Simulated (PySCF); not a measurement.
Input for PySCF: R-BP86/6-31G* on CH5BeN (SMILES [CH3][Be][NH2]), a point of a bond scan (R = 1.209 Å).

```python
from pyscf import gto, scf, dft, mp
from pyscf.data.elements import chemcore

mol = gto.M(
    atom='''
    Be   -0.05338971   -0.02644051    0.04849133
    C     1.12094596    0.43700284   -1.06892021
    H     2.03930215   -0.15003544   -0.97439473
    H     1.40420627    1.48665163   -0.93499189
    H     0.77510618    0.33497700   -2.10183487
    N    -1.10234757   -0.43074027    1.05075998
    H    -1.59992294   -1.52955650    1.13599132
    H    -1.49730479    0.17375412    1.75367146
    ''',
    basis='6-31g*',
    cart=True,
    charge=0, spin=0, verbose=3, max_memory=1800)
mf = dft.RKS(mol, xc='b88,p86')
mf.conv_tol = 1e-8
mf.max_cycle = 100
mf.kernel()
if not mf.converged:
    mf = mf.newton().run(mf.mo_coeff, mf.mo_occ)
```

Problem. Predict the final total energy.

Solution. -110.6174 hartree.
